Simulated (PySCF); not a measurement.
# Excitation energy of Bi by level of theory

Bi [Xe] 4f14 5d10 6s2 6p3 (4S) → Bi [Xe] 4f14 5d10 6s1 6p4 (4P), as a difference of total energies. Calculation: PySCF 2.14, in x2c-TZVPPall (11s7p6d3f, 83 functions); the spin-free X2C one-electron Hamiltonian (Gaussian nucleus). Correlated levels: valence: [Xe] 4f14 5d10 frozen; valence and next inner shell: [Kr] 4d10 4f14 frozen. The calculations carry no spin-orbit coupling.

| method | excitation energy (cm⁻¹) |
| --- | --- |
| UHF | 75101 |
| LDA | 80945 |
| PBE | 79624 |
| PBE0 | 78940 |
| r2SCAN | 78948 |
| MN15 | 79200 |
| B2PLYP | 77193 |
| BHandHLYP | 78406 |
| ROHF | 75959 |
| MP2 (valence) | 74430 |
| SCS-MP2 (valence) | 74253 |
| MP2 (valence and next inner shell) | 79667 |
| SCS-MP2 (valence and next inner shell) | 78702 |

Spin-orbit coupling is strong in these open shells (close to jj coupling). The scalar numbers leave it out and a first-order estimate fails, so it can dominate the gap to the real levels.

The upper state lies above the first ionisation limit, where it may autoionise and the basis confines it.
